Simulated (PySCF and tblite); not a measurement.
Results of a calculation; reference values are marked as such.
C₆H₁₁Cl, numbered as in [Cl:1][CH:2]1[CH2:3][CH2:4][CH2:5][CH2:6][CH2:7]1. The same 2 conformers on PBE0-D3(BJ)/def2-SVP geometries, with only the functional of the single-point energies changed (basis set def2-TZVP, solvent none (gas phase), D3(BJ) where defined; PySCF).

The 6-ring runs over atoms 2–3–4–5–6–7.

| conformer | shape | symmetry | dipole D |
| --- | --- | --- | --- |
| 1 | 6-ring chair (all substituents equatorial) | Cs | 2.42 |
| 2 | 6-ring chair (Cl1 axial) | Cs | 2.10 |

Energies (kcal/mol) above conformer 1 and its weight at 298.15 K (thermal terms from GFN2-xTB):

```csv
functional,E(2) − E(1),weight of 1 (%)
PBE0,0.37,69
TPSS,0.14,60
BHandHLYP,0.34,68
HSE06,0.41,70
BLYP,?,?
M06-2X,0.19,62
CAM-B3LYP,0.45,72
```

Question: What does BLYP give?

Answer: E(2) − E(1) = 0.21 kcal/mol, weight of conformer 1 63 %.

Question: How much does the choice of functional matter?

Answer: The widest range is that of E(2) − E(1), which runs from 0.14 (TPSS) to 0.45 kcal/mol (CAM-B3LYP), a spread of 0.31, against RT = 0.59.
